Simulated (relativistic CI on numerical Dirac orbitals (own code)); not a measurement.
## What each ingredient does to the levels of Ag³⁷⁺

Base calculation: Dirac-Coulomb-Breit CI, separate exchange-only KLI orbitals for each configuration, model QED, unscaled Slater integrals.

CI space (outside the closed core 1s2): 2s²2p⁶, 2s²2p⁵3s, 2s²2p⁵3p, 2s²2p⁵3d, 2s2p⁶3s, 2s2p⁶3p, 2s2p⁶3d, 2s²2p⁵4s, 2s²2p⁵4p, 2s²2p⁵4d, 2s²2p⁵4f, 2s2p⁶4s, 2s2p⁶4p, 2s²2p⁴3s², 2s2p⁶4d, 2s2p⁶4f. Levels of other configurations are missing.

Variants: (1) P86 correlation estimate. Shifts of the energy above 2s²2p⁶ ¹S0, in eV, for the lowest level and the first level of each name with at least 55 % of one term (blank where a level changes its place among those of its configuration and J or its character, or is not in the variant):

| Level | Base | Δ(1) |
| --- | --- | --- |
| 2s²2p⁶ ¹S0 | 0.00 | 0.00 |
| 2s²2p⁵3s ³P°2 | 3079.43 | +1.60 |
| 2s²2p⁵3s ¹P°1 | 3084.10 | +1.60 |
| 2s²2p⁵3p ³D3 | 3202.04 | +1.74 |
| 2s²2p⁵3p ¹P1 | 3202.12 | +1.74 |
| 2s²2p⁵3p ³P2 | 3208.95 | +1.74 |
| 2s²2p⁵3s ³P°0 | 3259.65 | +1.60 |
| 2s²2p⁵3s ³P°1 | 3261.68 | +1.60 |
| 2s²2p⁵3d ³P°0 | 3291.90 | +1.37 |
| 2s²2p⁵3d ³P°1 | 3296.20 | +1.37 |
| 2s²2p⁵3d ³F°3 | 3300.18 | +1.37 |
| 2s²2p⁵3d ³D°2 | 3303.13 | +1.37 |
| 2s²2p⁵3d ³F°4 | 3307.27 | +1.37 |
| 2s²2p⁵3d ¹D°2 | 3310.88 | +1.37 |
| 2s²2p⁵3d ³D°3 | 3316.54 | +1.37 |
| 2s²2p⁵3d ¹P°1 | 3334.68 | +1.37 |
| 2s²2p⁵3p ³D1 | 3336.14 | +1.74 |
| 2s²2p⁵3d ³F°2 | 3479.65 | +1.37 |
| 2s2p⁶3s ³S1 | 3520.66 | +1.90 |
| 2s2p⁶3s ¹S0 | 3536.07 | +1.90 |
| 2s2p⁶3p ³P°0 | 3597.41 | +2.03 |
| 2s2p⁶3p ³P°1 | 3598.99 | +2.02 |

At this charge energies of transitions that change n are usually good to better than 1 %, and those within a shell (Δn = 0) to a few per cent.

Ionisation energy from the two ground configurations alone: base 5550.52 eV; P86 correlation estimate 5552.52 eV. The NIST ASD value (semi-empirical) is 5558 eV.

LS names give the leading component of a level, which can be under half, so a name can repeat, a term be missing and a line seem to break the LS rules.
